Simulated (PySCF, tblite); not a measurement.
C5H12ClFSi2.
SMILES: `C=CC[SiH2][C@@](F)(Cl)C[SiH3]`

Jobs on this species (21 atoms, 96 electrons) with PySCF (density fitting) and tblite. Hardware of each: one thread of an Arm Neoverse N1, on a shared host. Times come from a shared host and carry two figures at best.

```json
{"level and settings": "GFN2-xTB", "work": "L-BFGS relaxation", "basis functions": "–", "SCF cycles": "–", "wall time": "?"}
{"level and settings": "GFN2-xTB", "work": "Hessian by finite differences", "basis functions": "–", "SCF cycles": "–", "wall time": "2.1 s"}
{"level and settings": "PBE0/pcSseg-1", "work": "shieldings, charges and field gradients, density and orbital grids written", "basis functions": "234", "SCF cycles": "13", "wall time": "1.9 min"}
```

Q: Fill in the missing figures.

A: 
- GFN2-xTB; L-BFGS relaxation: 2.9 s

Q: What do all jobs in the table cost together?

A: About 2.0 min; the longest takes about 96 % of that, and about 54 times as long as the shortest.
